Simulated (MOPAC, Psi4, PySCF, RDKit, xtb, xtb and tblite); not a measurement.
Two geometries of SMILES O(C)C([SiH2]C[SeH])=O, relaxed at GFN2-xTB with one dihedral held; other torsions can differ between them too.

Structure A

```
15

C      2.8533    -2.5722     6.4124
O      1.7434    -2.0556     5.7122
C      2.0290    -1.2749     4.6251
O      1.6437    -0.1357     4.5954
Si     2.6304    -2.2190     3.0493
C      1.8862    -1.2542     1.5930
Se     2.6269     0.5777     1.5210
H      2.4652    -3.3256     7.0954
H      3.3452    -1.7785     6.9814
H      3.5765    -3.0303     5.7279
H      4.0919    -2.2108     2.9656
H      2.0777    -3.5720     3.1517
H      0.8018    -1.1628     1.6404
H      2.1511    -1.7049     0.6369
H      2.1242     0.9764     2.8048
```

Structure B

```
15

C      2.8798    -2.5297     6.4512
O      1.7709    -2.0438     5.7293
C      2.0123    -1.3221     4.6078
O      1.3695    -0.3206     4.4105
Si     2.9946    -2.1788     3.1763
C      2.3143    -1.3934     1.5890
Se     2.7181     0.5416     1.5458
H      2.5044    -3.3061     7.1160
H      3.3210    -1.7239     7.0434
H      3.6408    -2.9489     5.7850
H      4.4316    -1.9260     3.2950
H      2.6662    -3.6064     3.2540
H      1.2357    -1.4992     1.4797
H      2.7924    -1.8047     0.7004
H      1.9441     0.8599     2.7111
```

### Question
Which is lower in energy at the level B3LYP-D3(BJ)/def2-SVP // GFN2-xTB run with Psi4, and by how much?

### Answer
B is lower, by 2.06 kcal/mol (dihedral C1–O2–C3–Si5: 75° in A, 60° in B).

E(B) − E(A) in kcal/mol at the other levels, on the same two geometries: GFN2-xTB (xtb and tblite) -2.52; B3LYP/def2-SVP // GFN2-xTB (Psi4) -1.94; PBE/def2-SVP // GFN2-xTB (Psi4) -2.37; PBE-D3(BJ)/def2-SVP // GFN2-xTB (Psi4) -2.43; UFF // GFN2-xTB (RDKit) -1.14; PM3, restricted, heats of formation // GFN2-xTB (MOPAC) -0.98; PM7, restricted, heats of formation // GFN2-xTB (MOPAC) 0.39; GFN1-xTB // GFN2-xTB (xtb) -1.97; restricted B3LYP/6-31G*, spherical d, density fitting // GFN2-xTB (PySCF) -1.90; restricted B3LYP/3-21G, density fitting // GFN2-xTB (PySCF) -1.46; restricted MP2 (frozen core)/6-31G*, spherical d // GFN2-xTB (PySCF) -1.72; restricted Hartree-Fock/STO-3G // GFN2-xTB (PySCF) 0.25.
